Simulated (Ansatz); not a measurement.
A short molecular-dynamics run on `F[Si](F)([SiH3])Br`.

```yaml
crystal:
  periodic: [false, false, false]
  atoms:
    - {symbol: F, position_ang: [1.687288, -0.332369, 1.471621]}
    - {symbol: Si, position_ang: [1.104925, -0.109867, 0.013420]}
    - {symbol: F, position_ang: [1.638601, -1.314994, -0.868544]}
    - {symbol: Si, position_ang: [-1.225469, -0.029326, 0.028052]}
    - {symbol: Br, position_ang: [1.981996, 1.745040, -0.783709]}
    - {symbol: H, position_ang: [-1.641745, 1.112752, 0.878684]}
    - {symbol: H, position_ang: [-1.765111, -1.301425, 0.571524]}
    - {symbol: H, position_ang: [-1.688285, 0.173087, -1.366949]}
basis:
  gaussian: {orbitals: "6-31G*"}
hamiltonian: {xc: {name: PBE}, dispersion: d4}
md: {timestep: 1 fs, n_steps: 20, ensemble: nvt_langevin, temperature: 1500, initial_velocities: maxwell_boltzmann, friction: 0.01, seed: 84}
```

```sh
$ ansatz run in.yaml --threads 4 --pin off --events-out ev --progress --plain --max-ram 10444MiB
```

```json
{"step": "0", "time (fs)": "0.0", "potential energy (eV)": "-91255.7802", "kinetic (eV)": "1.3572", "T (K)": "1312", "conserved (eV)": "–"}
{"step": "1", "time (fs)": "1.0", "potential energy (eV)": "-91255.7105", "kinetic (eV)": "1.2608", "T (K)": "1219", "conserved (eV)": "–"}
{"step": "2", "time (fs)": "2.0", "potential energy (eV)": "-91255.5739", "kinetic (eV)": "1.2873", "T (K)": "1245", "conserved (eV)": "–"}
{"step": "3", "time (fs)": "3.0", "potential energy (eV)": "-91255.4525", "kinetic (eV)": "1.1759", "T (K)": "1137", "conserved (eV)": "–"}
{"step": "4", "time (fs)": "4.0", "potential energy (eV)": "-91255.3998", "kinetic (eV)": "1.2331", "T (K)": "1192", "conserved (eV)": "–"}
{"step": "5", "time (fs)": "5.0", "potential energy (eV)": "-91255.3704", "kinetic (eV)": "1.2049", "T (K)": "1165", "conserved (eV)": "–"}
{"step": "6", "time (fs)": "6.0", "potential energy (eV)": "-91255.2989", "kinetic (eV)": "1.0222", "T (K)": "989", "conserved (eV)": "–"}
{"step": "7", "time (fs)": "7.0", "potential energy (eV)": "-91255.1848", "kinetic (eV)": "1.0329", "T (K)": "999", "conserved (eV)": "–"}
{"step": "8", "time (fs)": "8.0", "potential energy (eV)": "-91255.0517", "kinetic (eV)": "0.8930", "T (K)": "864", "conserved (eV)": "–"}
{"step": "9", "time (fs)": "9.0", "potential energy (eV)": "-91254.9410", "kinetic (eV)": "0.8355", "T (K)": "808", "conserved (eV)": "–"}
{"step": "10", "time (fs)": "10.0", "potential energy (eV)": "-91254.8881", "kinetic (eV)": "0.8500", "T (K)": "822", "conserved (eV)": "–"}
{"step": "11", "time (fs)": "11.0", "potential energy (eV)": "-91254.9014", "kinetic (eV)": "0.9256", "T (K)": "895", "conserved (eV)": "–"}
{"step": "12", "time (fs)": "12.0", "potential energy (eV)": "-91254.9734", "kinetic (eV)": "1.0323", "T (K)": "998", "conserved (eV)": "–"}
{"step": "13", "time (fs)": "13.0", "potential energy (eV)": "-91255.0942", "kinetic (eV)": "1.1879", "T (K)": "1149", "conserved (eV)": "–"}
{"step": "14", "time (fs)": "14.0", "potential energy (eV)": "-91255.2442", "kinetic (eV)": "1.2346", "T (K)": "1194", "conserved (eV)": "–"}
{"step": "15", "time (fs)": "15.0", "potential energy (eV)": "-91255.3661", "kinetic (eV)": "1.5407", "T (K)": "1490", "conserved (eV)": "–"}
{"step": "16", "time (fs)": "16.0", "potential energy (eV)": "-91255.3723", "kinetic (eV)": "1.6154", "T (K)": "1562", "conserved (eV)": "–"}
{"step": "17", "time (fs)": "17.0", "potential energy (eV)": "-91255.2505", "kinetic (eV)": "1.4739", "T (K)": "1425", "conserved (eV)": "–"}
{"step": "18", "time (fs)": "18.0", "potential energy (eV)": "-91255.1683", "kinetic (eV)": "1.3642", "T (K)": "1319", "conserved (eV)": "–"}
{"step": "19", "time (fs)": "19.0", "potential energy (eV)": "-91255.2440", "kinetic (eV)": "1.4016", "T (K)": "1355", "conserved (eV)": "–"}
{"step": "20", "time (fs)": "20.0", "potential energy (eV)": "-91255.3582", "kinetic (eV)": "1.4991", "T (K)": "1450", "conserved (eV)": "–"}
```

Velocities are drawn at the set temperature; a run this short doesn't reach equilibrium.

Frames (Å, forces in eV/Å):

```xyz
8
time=0.0 fs
F     1.687   -0.332    1.472    0.402   -0.157    1.105
Si    1.105   -0.110    0.013   -0.871    0.632   -0.247
F     1.639   -1.315   -0.869    0.365   -0.905   -0.676
Si   -1.225   -0.029    0.028    0.269    0.000   -0.005
Br    1.982    1.745   -0.784    0.167    0.418   -0.179
H    -1.642    1.113    0.879   -0.104    0.186    0.139
H    -1.765   -1.301    0.572   -0.118   -0.207    0.089
H    -1.688    0.173   -1.367   -0.112    0.033   -0.226
8
time=1.0 fs
F     1.679   -0.323    1.464    0.490   -0.210    1.317
Si    1.106   -0.112    0.007   -0.903    0.765   -0.327
F     1.646   -1.312   -0.872    0.380   -0.981   -0.727
Si   -1.215   -0.034    0.034    0.336    0.234    0.846
Br    1.980    1.745   -0.782    0.172    0.445   -0.209
H    -1.703    1.073    0.901    0.072    0.218    0.051
H    -1.783   -1.265    0.582   -0.160   -0.678    0.255
H    -1.710    0.131   -1.303   -0.388    0.207   -1.206
8
time=2.0 fs
F     1.670   -0.315    1.458    0.552   -0.252    1.474
Si    1.108   -0.114    0.000   -0.892    0.883   -0.364
F     1.653   -1.311   -0.875    0.392   -1.048   -0.772
Si   -1.204   -0.039    0.040    0.373    0.530    1.778
Br    1.979    1.745   -0.781    0.172    0.463   -0.237
H    -1.761    1.044    0.925    0.299    0.136   -0.127
H    -1.801   -1.234    0.595   -0.177   -1.054    0.412
H    -1.734    0.085   -1.244   -0.719    0.342   -2.165
8
time=3.0 fs
F     1.662   -0.306    1.451    0.606   -0.291    1.618
Si    1.110   -0.116   -0.008   -0.869    1.003   -0.391
F     1.661   -1.310   -0.879    0.411   -1.124   -0.824
Si   -1.192   -0.043    0.049    0.146    0.678    2.214
Br    1.977    1.746   -0.780    0.171    0.477   -0.265
H    -1.809    1.017    0.948    0.509    0.074   -0.286
H    -1.821   -1.214    0.611   -0.101   -1.204    0.490
H    -1.768    0.038   -1.204   -0.872    0.385   -2.557
8
time=4.0 fs
F     1.655   -0.296    1.445    0.640   -0.325    1.712
Si    1.111   -0.118   -0.016   -0.782    1.082   -0.412
F     1.668   -1.309   -0.884    0.412   -1.158   -0.841
Si   -1.179   -0.046    0.058   -0.561    0.589    2.009
Br    1.976    1.747   -0.778    0.160    0.479   -0.288
H    -1.852    0.988    0.973    0.702    0.045   -0.427
H    -1.848   -1.206    0.630    0.110   -1.086    0.428
H    -1.809   -0.003   -1.188   -0.681    0.373   -2.181
8
time=5.0 fs
F     1.648   -0.286    1.440    0.641   -0.352    1.731
Si    1.111   -0.120   -0.024   -0.612    1.104   -0.423
F     1.676   -1.309   -0.890    0.386   -1.132   -0.812
Si   -1.167   -0.049    0.067   -1.698    0.273    1.470
Br    1.974    1.750   -0.776    0.139    0.463   -0.304
H    -1.887    0.960    1.003    0.893    0.005   -0.581
H    -1.883   -1.211    0.655    0.457   -0.725    0.229
H    -1.862   -0.036   -1.192   -0.204    0.364   -1.310
8
time=6.0 fs
F     1.641   -0.276    1.437    0.641   -0.376    1.746
Si    1.111   -0.122   -0.031   -0.455    1.102   -0.454
F     1.684   -1.309   -0.895    0.353   -1.085   -0.770
Si   -1.157   -0.051    0.077   -2.826   -0.112    0.835
Br    1.973    1.753   -0.773    0.121    0.446   -0.318
H    -1.910    0.932    1.031    1.020    0.018   -0.674
H    -1.913   -1.222    0.681    0.786   -0.370    0.017
H    -1.922   -0.064   -1.206    0.361    0.376   -0.382
8
time=7.0 fs
F     1.635   -0.265    1.434    0.646   -0.402    1.757
Si    1.112   -0.123   -0.037   -0.316    1.085   -0.506
F     1.691   -1.310   -0.900    0.316   -1.018   -0.709
Si   -1.147   -0.053    0.087   -3.686   -0.424    0.226
Br    1.971    1.757   -0.770    0.106    0.428   -0.332
H    -1.921    0.903    1.052    1.069    0.101   -0.681
H    -1.928   -1.232    0.705    0.997   -0.166   -0.127
H    -1.982   -0.085   -1.224    0.868    0.396    0.371
8
time=8.0 fs
F     1.630   -0.254    1.431    0.653   -0.431    1.771
Si    1.113   -0.125   -0.043   -0.191    1.074   -0.570
F     1.698   -1.311   -0.906    0.279   -0.944   -0.641
Si   -1.139   -0.056    0.097   -4.266   -0.680   -0.286
Br    1.970    1.761   -0.767    0.092    0.406   -0.346
H    -1.924    0.876    1.064    1.056    0.225   -0.623
H    -1.928   -1.242    0.729    1.112   -0.055   -0.228
H    -2.037   -0.103   -1.245    1.265    0.405    0.924
8
time=9.0 fs
F     1.625   -0.243    1.428    0.671   -0.461    1.807
Si    1.113   -0.126   -0.048   -0.080    1.050   -0.670
F     1.704   -1.312   -0.912    0.233   -0.852   -0.562
Si   -1.133   -0.060    0.108   -4.519   -0.892   -0.690
Br    1.969    1.765   -0.764    0.080    0.383   -0.361
H    -1.917    0.849    1.072    0.970    0.407   -0.490
H    -1.912   -1.251    0.751    1.133   -0.039   -0.280
H    -2.083   -0.116   -1.257    1.513    0.404    1.245
8
time=10.0 fs
F     1.619   -0.230    1.424    0.700   -0.495    1.864
Si    1.112   -0.127   -0.054    0.008    0.994   -0.825
F     1.710   -1.315   -0.919    0.170   -0.716   -0.448
Si   -1.129   -0.064    0.120   -4.451   -1.076   -1.063
Br    1.968    1.769   -0.762    0.069    0.356   -0.376
H    -1.900    0.824    1.074    0.795    0.666   -0.256
H    -1.883   -1.255    0.773    1.072   -0.115   -0.282
H    -2.116   -0.121   -1.254    1.636    0.385    1.385
8
time=11.0 fs
F     1.614   -0.217    1.420    0.743   -0.531    1.953
Si    1.113   -0.128   -0.058    0.039    0.941   -1.021
F     1.715   -1.318   -0.926    0.111   -0.577   -0.328
Si   -1.127   -0.068    0.130   -4.142   -1.231   -1.390
Br    1.967    1.774   -0.760    0.064    0.332   -0.390
H    -1.872    0.803    1.077    0.568    0.961    0.036
H    -1.841   -1.259    0.797    0.953   -0.241   -0.256
H    -2.133   -0.118   -1.234    1.664    0.347    1.396
8
time=12.0 fs
F     1.609   -0.204    1.417    0.782   -0.563    2.031
Si    1.113   -0.128   -0.062    0.075    0.853   -1.214
F     1.721   -1.321   -0.932    0.048   -0.422   -0.200
Si   -1.125   -0.073    0.140   -3.718   -1.326   -1.627
Br    1.965    1.780   -0.757    0.069    0.321   -0.409
H    -1.837    0.788    1.084    0.344    1.218    0.327
H    -1.787   -1.266    0.818    0.800   -0.380   -0.200
H    -2.133   -0.108   -1.198    1.600    0.299    1.293
8
time=13.0 fs
F     1.604   -0.192    1.416    0.776   -0.584    1.980
Si    1.113   -0.126   -0.067    0.183    0.719   -1.281
F     1.728   -1.324   -0.938   -0.029   -0.246   -0.062
Si   -1.123   -0.077    0.151   -3.216   -1.385   -1.701
Br    1.964    1.785   -0.753    0.079    0.327   -0.435
H    -1.798    0.784    1.092    0.155    1.408    0.596
H    -1.730   -1.280    0.833    0.647   -0.480   -0.130
H    -2.114   -0.092   -1.148    1.404    0.243    1.033
8
time=14.0 fs
F     1.601   -0.179    1.416    0.743   -0.602    1.846
Si    1.112   -0.125   -0.073    0.290    0.576   -1.243
F     1.736   -1.327   -0.943   -0.104   -0.079    0.065
Si   -1.122   -0.082    0.161   -2.675   -1.247   -1.296
Br    1.963    1.789   -0.750    0.096    0.347   -0.468
H    -1.764    0.794    1.109    0.138    1.348    0.628
H    -1.674   -1.296    0.845    0.508   -0.542   -0.058
H    -2.080   -0.076   -1.085    1.004    0.198    0.525
8
time=15.0 fs
F     1.598   -0.166    1.416    0.708   -0.620    1.697
Si    1.112   -0.123   -0.079    0.380    0.391   -1.192
F     1.745   -1.331   -0.949   -0.189    0.113    0.205
Si   -1.122   -0.087    0.171   -1.957   -0.870   -0.293
Br    1.961    1.794   -0.747    0.120    0.381   -0.506
H    -1.731    0.823    1.136    0.268    1.026    0.404
H    -1.620   -1.312    0.855    0.367   -0.605    0.039
H    -2.035   -0.064   -1.014    0.303    0.184   -0.355
8
time=16.0 fs
F     1.596   -0.152    1.416    0.651   -0.638    1.474
Si    1.111   -0.119   -0.086    0.527    0.174   -1.074
F     1.754   -1.335   -0.957   -0.293    0.330    0.361
Si   -1.123   -0.093    0.182   -0.897   -0.411    1.210
Br    1.959    1.799   -0.743    0.142    0.418   -0.546
H    -1.694    0.865    1.162    0.411    0.598    0.094
H    -1.564   -1.326    0.865    0.217   -0.679    0.153
H    -1.978   -0.053   -0.945   -0.758    0.207   -1.671
8
time=17.0 fs
F     1.595   -0.138    1.418    0.564   -0.656    1.163
Si    1.109   -0.116   -0.094    0.734   -0.047   -0.859
F     1.764   -1.340   -0.964   -0.407    0.554    0.516
Si   -1.123   -0.098    0.193    0.241    0.086    2.882
Br    1.958    1.803   -0.740    0.163    0.456   -0.589
H    -1.658    0.917    1.188    0.534    0.110   -0.270
H    -1.506   -1.337    0.876    0.062   -0.766    0.261
H    -1.919   -0.044   -0.897   -1.891    0.262   -3.104
8
time=18.0 fs
F     1.595   -0.125    1.421    0.450   -0.671    0.785
Si    1.108   -0.113   -0.103    0.973   -0.265   -0.563
F     1.776   -1.346   -0.970   -0.525    0.770    0.656
Si   -1.123   -0.101    0.205    0.761    0.503    3.766
Br    1.958    1.807   -0.737    0.183    0.494   -0.630
H    -1.620    0.977    1.207    0.602   -0.369   -0.598
H    -1.449   -1.350    0.892   -0.063   -0.744    0.303
H    -1.879   -0.036   -0.885   -2.381    0.281   -3.719
8
time=19.0 fs
F     1.595   -0.111    1.425    0.326   -0.682    0.396
Si    1.105   -0.108   -0.112    1.239   -0.495   -0.255
F     1.788   -1.352   -0.974   -0.651    0.989    0.785
Si   -1.122   -0.104    0.217    0.349    0.788    3.253
Br    1.957    1.812   -0.735    0.202    0.533   -0.669
H    -1.580    1.032    1.218    0.605   -0.754   -0.815
H    -1.397   -1.367    0.910   -0.149   -0.593    0.263
H    -1.866   -0.026   -0.910   -1.921    0.213   -2.958
8
time=20.0 fs
F     1.596   -0.097    1.427    0.214   -0.697    0.062
Si    1.104   -0.103   -0.121    1.494   -0.745   -0.001
F     1.799   -1.359   -0.978   -0.782    1.217    0.913
Si   -1.120   -0.107    0.230   -0.450    0.867    1.974
Br    1.957    1.816   -0.733    0.223    0.583   -0.712
H    -1.537    1.072    1.225    0.540   -0.993   -0.910
H    -1.349   -1.393    0.926   -0.204   -0.313    0.146
H    -1.870   -0.015   -0.963   -1.035    0.081   -1.471
```

It took 17 s on 4 threads of an INTEL XEON PLATINUM 8581C on a shared host, with 0.17 GiB of host memory at the peak.
